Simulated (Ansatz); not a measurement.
`N#[C][GeH2][C]#N` + H₂ → `N#[C][GeH3]` + `C#N` at 500 K and 1 bar (hydrogenolysis of a Ge–C bond).

Gas-phase electronic energies from Ansatz, PBE0-D4/def2-TZVP geometries. CCSD(T)/CBS adds triple-zeta CCSD(T) − MP2 to the extrapolated MP2 energy (def2 sets, frozen cores). This one scheme is used for every species. For Ge outer-core shells are correlated without core-valence functions, which leaves a few kJ/mol of doubt a bond. Scalar relativity is left out up to krypton.

| species | CCSD(T)/CBS energy (Eh) | H − E (kJ/mol) | S (J/(mol·K)) |
| --- | --- | --- | --- |
| `N#[C][GeH2][C]#N` | -2262.78307 | 125.2 | 382.5 |
| H₂ | -1.17544 | 41.0 | 145.5 |
| `N#[C][GeH3]` | -2170.64236 | 112.5 | 317.6 |
| `C#N` | -93.32098 | 60.1 | 220.8 |

H − E and S are ideal-gas, rigid-rotor, harmonic terms from PBE0-D4/def2-TZVP. The MP2-based limit puts H₂ 0.8 mEh under its directly extrapolated value; such offsets cancel only in part. 1 Eh = 2625.50 kJ/mol, R = 8.31446 J/(mol·K).

Question: By hand: ΔE, ΔH, ΔS and ΔG.

Answer: ΔE = (-2170.64236) + (-93.32098) − (-2262.78307) − (-1.17544) = -0.00483 Eh = -12.7 kJ/mol. Δ(H − E) = 112.5 + 60.1 − 125.2 − 41.0 = 6.4, so ΔH = -6.3 kJ/mol. ΔS = 317.6 + 220.8 − 382.5 − 145.5 = 10.4 J/(mol·K). ΔG = -6.3 − 500 × (10.4)/1000 = -11.5 kJ/mol.

Question: By hand: the equilibrium constant, and the temperature at which ΔG would vanish if ΔH and ΔS stayed fixed.

Answer: log₁₀ K = −ΔG/(RT ln 10) = 1.2. ΔH and −TΔS have one sign here, so there is no such temperature.

TΔS isn't small against ΔH here. A doubt of 5 kJ/mol in ΔE shifts log₁₀ K by 0.5 here. These are equilibria of isolated gas molecules and say nothing of rates. Largest T1 diagnostic: 0.014 (customary marks: 0.02 for closed shells, 0.045 for open ones).
